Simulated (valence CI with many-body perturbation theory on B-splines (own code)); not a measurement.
Sm48+ in brief

Method: valence CI with perturbative core correlation (CI+MBPT): four valence electrons over a frozen Dirac-Fock core [Ne], a basis of 11 s, 11 p, 9 d, 7 f, 5 g, 2 h, 1 i functions for each j, with the one-electron correlation potential Σ1 (screened to all orders), the two-electron term Σ2, the three-electron term Σ3, Breit, model QED; selected single and double excitations, second order for the rest (own B-spline code, finite nucleus).

The last digits are not significant, and no measured levels were compared; by estimate large intervals hold to a few tenths of a per cent, small ones and those within an open d or f shell to about a per cent.

Levels are named by their leading jj configuration (3d3/2^4 stands for four electrons in 3d with j = 3/2), which in mixed levels can hold well under half, so a name can repeat and another be missing.

Rates and lifetimes use the calculated energies. Strong lines usually hold to 10 to 20 %, long lifetimes can be off by a factor of two.

Question: What is the ground level?

Answer: (3s^2 3p1/2^2) J=0, composition 70 % 3s2 3p2 3P + 29 % 3s2 3p2 1S.

Question: What are the static dipole polarisabilities of the lowest levels?

Answer: (3s^2 3p1/2^2) J=0 0.00595 bohr³, of which the core gives 0.000100.

Question: How well does LS coupling describe the low levels?

Answer: Among the lowest 20 levels the leading LS term, summed over configurations, holds 58 % on average. For single configurations the figures are 56 % in LS and 92 % in jj coupling. Terms mix most in the J = 2 level at 3689.5 × 10³ cm⁻¹, where the leading one holds 28 %.

Question: Where does the other parity begin?

Answer: At (3s 3p1/2^2 3p3/2) J=2, 2204.2 × 10³ cm⁻¹.

Question: Name the longest-lived excited levels whose lifetime is computed, and their main decay.

Answer: (3s^2 3p1/2 3p3/2) J=2 at 1241.9 × 10³ cm⁻¹ lives 6.25 μs, mostly by E2 to (3s^2 3p1/2^2) J=0; (3s^2 3p3/2 3d5/2) J=4 at 4147.7 × 10³ cm⁻¹ lives 57.3 ns, mostly by M1 to (3s^2 3p1/2 3d5/2) J=3; (3s^2 3p1/2 3p3/2) J=1 at 1180.4 × 10³ cm⁻¹ lives 48.4 ns, mostly by M1 to (3s^2 3p1/2^2) J=0.

Question: What is the ionisation energy?

Answer: 4228.4 eV; NIST lists 4227 ± 4 eV (theoretical).
